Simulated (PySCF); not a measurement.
# Indirect couplings

Cartesian coordinates in Å; atom numbers follow the order of the lines, from 1:
```xyz
12

C     1.980   -0.549   -0.336
O     0.619   -0.741   -0.304
C    -0.104    0.412    0.113
Ga   -2.129    0.129    0.148
H     2.284    0.265   -1.035
H     2.470   -1.482   -0.670
H     2.402   -0.279    0.660
H     0.259    0.720    1.121
H     0.152    1.261   -0.564
H    -2.660   -0.232   -1.340
H    -2.766    1.545    0.644
H    -2.506   -1.049    1.196
```

Total charge -1.

Couplings: B3LYP/pcJ-1 (pcSseg-1 on Ga) (without the spin–dipole term) in PySCF, geometry PBE0-D3(BJ)/def2-SVP; gas phase, one conformer, non-relativistic. Couplings are averaged over pairs made equivalent by symmetry, fast rotation or ring inversion, so a value needn't be that of the named pair in this geometry, while other rotamers aren't included; one pair stands for each set, and the list holds those of at least 0.8 Hz over up to four bonds, among pairs with at least one C or H atom (others weren't computed).

Isotopes: 13C, 1H, 17O. Couplings to quadrupolar nuclei such as 17O and 33S are rarely resolved in practice.

```csv
pair,bonds,J (Hz)
"C1, O2",1,31.1
"C1, H5",1,?
"O2, C3",1,34.8
"C3, H8",1,128.9
"C1, C3",2,-7.1
"O2, H5",2,?
"O2, H8",2,?
"C3, H10",2,10.1
"H5, H6",2,-9.9
"H8, H9",2,?
"H10, H11",2,7.7
"C1, H8",3,4.4
"O2, H10",3,-3.8
"C3, H5",3,?
"H8, H10",3,1.5
```

Question: Estimate the withheld couplings, with signs.

Answer: 
- 1J(C1,H5) = 138.4 Hz (bond length 1.115 Å, sp3 carbon)
- 2J(O2,H5) = -7.0 Hz (mean over equivalent pairs that range from -13.3 to -3.9 Hz in this conformer)
- 2J(O2,H8) = -2.8 Hz (angle at C3 109°)
- 2J(H8,H9) = -9.8 Hz (angle at C3 105°)
- 3J(C3,H5) = 4.7 Hz (mean over equivalent pairs that range from 2.4 to 9.2 Hz in this conformer)

Relativistic effects of the heavier atoms present are left out.
